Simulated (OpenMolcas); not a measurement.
Ag2+ in a point-charge field

Ag2+ among 4 point charges of -2 e arranged as a tetrahedron (Td), 1.63 Å from the ion.

```yaml
Program: OpenMolcas
Method: "SS-CASPT2, IPEA 0.25 Eh, imaginary shift 0.1 Eh (closed shells correlated: 4s 4p)"
Basis: ANO-RCC-VDZP [6s5p3d1f]
Scalar_Hamiltonian: DKH2, point nucleus
Active_space: 9 electrons in 5 orbitals (4d)
State_averaging: 2S+1 = 2 even, 5 roots
Spin-orbit_coupling: state interaction with AMFI integrals over the reference wave functions
```

The lowest spin-free states (labels of Td), above the lowest:

| State | Degeneracy | E (cm-1) | Free-ion L (%) |
| --- | --- | --- | --- |
| 2T2 | 3 | 0 | D (100) |
| 2E | 2 | 4090 | D (100) |

The lowest levels with spin-orbit coupling:

```csv
E (cm-1),Degeneracy,Label,2S+1,g
0,2,Γ7,2,1.89 1.89 1.89
1390,4,,2,
6800,4,Γ8,2,
```

Powder χT (cm3 K/mol): 0.336 at 2 K, 0.345 at 10 K, 0.391 at 50 K, 0.448 at 100 K, 0.561 at 200 K, 0.674 at 300 K. The effective moment at 300 K is 2.828 √(χT) = 2.32 μB.

The lowest level has 2S+1 = 2, for which the spin-only value is χT = S(S+1) / 2 = 0.375 cm3 K/mol (g = 2). The computed 0.674 at 300 K differs by +0.299, through orbital momentum, spin-orbit coupling and any other state in reach. With a threefold ground state the orbital momentum is unquenched, so the spin-only value is not expected to hold.

The gap between the two states is 10Dq = -4095 cm-1 (negative for this site).

An orbital triplet at a regular site is open to Jahn-Teller coupling, which can distort the site and quench the lowest spin-orbit gaps and is left out. The ground term spreads over less than 5000 cm-1, several times less than with real ligands, so orbital moments are less quenched and χT lies further from the spin-only value than at real sites. Free-ion shares, where given, are those of the reference states; single-state CASPT2 does not remix them. This is an electrostatic model: the charges have no orbitals. No measured value stands beside these numbers.
